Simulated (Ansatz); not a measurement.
Basis-set extrapolation for `O=[C]1[CH2][AlH]1` (PBE0-D4/def2-TZVP geometry, frozen core, Ansatz 0.2.0). Multiplicity 1, RHF reference.

|  | def2-TZVPP | def2-QZVPP |
| --- | --- | --- |
| HF | -394.228038 | -394.241997 |
| MP2 correlation | -0.631219 | -0.675628 |
| CCSD(T) correlation | -0.681177 | not run |

Energies in hartree. Use E(X) = E(∞) + A·exp(−7.88·√X) for Hartree–Fock and E(X) = E(∞) + B·X^(−2.97) for correlation, with X = 3 and 4, and add CCSD(T) minus MP2 of the smaller set to the MP2 limit.

Question: What is the CCSD(T) energy at the basis-set limit?

Answer: HF limit: -394.241997 + (-0.013959) × 0.13774 = -394.24392. MP2 limit: -0.675628 + (-0.044409) × 0.74074 = -0.70852. Higher-order term: -0.681177 − (-0.631219) = -0.04996. Total: -395.00240 hartree, 58.5 kcal/mol below CCSD(T)/def2-TZVPP.
